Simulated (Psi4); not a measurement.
Complex: hydrogen isocyanide (SMILES [C-]#[NH+]) (first 3 atoms) with hydrogen isocyanide (SMILES [C-]#[NH+]); geometry from B3LYP-D3(BJ)/def2-TZVP, rigid monomers moved along the line of their centres of mass till H3···C4 is 3.70 Å.
(charge 0, multiplicity 1):
```csv
atom,x (Å),y (Å),z (Å)
C,-0.2166,0.3936,-1.1305
N,-0.1158,0.3302,0.0263
H,-0.0279,0.2747,1.0361
C,0.2909,0.0745,4.7128
N,0.3911,0.0122,5.8654
H,0.4775,-0.0415,6.8588
```

The numbers are results of Psi4 with SAPT0/jun-cc-pV(D+d)Z, not measurements.

### Question
Give the four SAPT terms and the total, and say what mostly holds the pair together.

### Answer
electrostatics -1.99, exchange 0.03, induction -0.12, dispersion -0.13, total -2.21 kcal/mol; the largest attraction is electrostatics.
